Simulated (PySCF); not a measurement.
Shapes and spin states of RhH₄

Computed with PySCF, PBE0, basis Rh def2-TZVP with ECP28, H def2-TZVP (scalar-relativistic core potentials, no spin–orbit coupling, density fitting).

Relaxations began from a few typed shapes and spin states; open shells are unrestricted. The search is not exhaustive: other isomers or separated fragments can lie lower, and high-lying points may rest on an excited occupation.

(1) Which is the lowest minimum found?
A. doublet D2d: Rh–H 1.561 Å (×4); H–Rh–H 84.0° (×2), H–Rh–H 123.5° (×4)
B. doublet D2d: H–H 0.853 Å (×2), Rh–H 1.708 Å (×4); H–H–Rh 75.5° (×4), H–Rh–H 28.9° (×2), H–Rh–H 159.7° (×4)
C. doublet D2d: H–H 0.854 Å (×2), Rh–H 1.708 Å (×4); H–H–Rh 75.5° (×4), H–Rh–H 28.9° (×2), H–Rh–H 159.6° (×4)
D. doublet D2h: H–H 0.833 Å (×2), Rh–H 1.729 Å (×4); H–H–Rh 76.1° (×4), H–Rh–H 27.9° (×2), H–Rh–H 152.1° (×2), H–Rh–H 180.0° (×2)
E. doublet Cs: Rh–H 1.505 Å (×2), Rh–H 1.613 Å (×2); H–Rh–H 90.8°, H–Rh–H 101.5° (×4), H–Rh–H 147.2°
F. doublet C2v: Rh–H 1.496 Å (×2), Rh–H 1.589 Å (×2); H–Rh–H 73.1° (×4), H–Rh–H 86.7°, H–Rh–H 133.0°
G. doublet C3v: Rh–H 1.520 Å (×3), Rh–H 1.687 Å; H–Rh–H 83.0° (×3), H–Rh–H 130.1° (×3)
H. quartet Cs: H–H 0.798 Å, Rh–H 1.633 Å (×2), Rh–H 1.912 Å (×2); H–H–Rh 78.0° (×2), H–Rh–H 24.1°, H–Rh–H 96.0° (×2), H–Rh–H 118.8° (×2), H–Rh–H 130.0°

Results:

(1) C. The others lie at 0.3 (doublet D2d), 10.7 (doublet D2h, a saddle point), 58.7 (doublet C2v), 102.4 (doublet C3v), 107.2 (doublet Cs, a saddle point), 129.3 (doublet D2d, a saddle point), 161.6 (quartet Cs) kJ/mol above it.

For the lowest minimum: the spin densities have lower symmetry than the nuclear frame. Open d and f shells are described by one determinant, and the ground state may have another occupation or spin.
